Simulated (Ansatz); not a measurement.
Two isomers of CH6SeSn: A = `C[Se][SnH3]`, B = `[CH3][SnH2][SeH]`.

Computed with Ansatz on PBE0-D4/def2-TZVP structures; ΔE is electronic, products minus reactants. CCSD(T)/CBS is the MP2 limit (def2-TZVPP, def2-QZVPP) plus CCSD(T) − MP2 in def2-TZVPP, frozen cores. Functionals use def2-TZVPP. B3LYP here is the variant with VWN-RPA as its local correlation; programs differ in this. Elements past krypton have def2 core potentials. For Se, Sn outer-core shells are correlated without core-valence functions, which leaves a few kJ/mol of doubt a bond. Scalar relativity is left out up to krypton. One conformer a species, not always the lowest.

(1) Which is lower in electronic energy at CCSD(T)/CBS, and by how much? (Estimate.)

(2) Give E(B) − E(A) in kcal/mol with HF/def2-TZVPP, B3LYP, CCSD(T)/def2-TZVPP, MP2/def2-TZVPP, BLYP-D4, LDA (SPW92), B2PLYP. (Estimate.)

(3) Does the order hold for the free energy at 298.15 K (harmonic terms from PBE0-D4)? (Estimate.)

Largest T1 diagnostic: 0.011.

Results:

(1) Computed: B, by 10.6 kcal/mol.

(2) The calculation gave: HF/def2-TZVPP -9.1, B3LYP -9.3, CCSD(T)/def2-TZVPP -9.7, MP2/def2-TZVPP -10.3, BLYP-D4 -8.5, LDA (SPW92) -9.0, B2PLYP -9.6. None reverses the order clearly.

(3) The calculation gave: Yes: G(B) − G(A) = -11.1 kcal/mol, for one conformer each. Modes under 60 cm⁻¹, often nearly free rotors, make the harmonic entropy too high.

Leaving LDA and LC-ωPBE aside and taking each functional with its dispersion term where it has one, the values, not all of them listed here, spread over 1.6 kcal/mol, from PBE-QIDH to revPBE-D4. At CCSD(T), def2-SVP lies +1.1 kcal/mol from the extrapolated value and def2-TZVPP +0.9 kcal/mol.
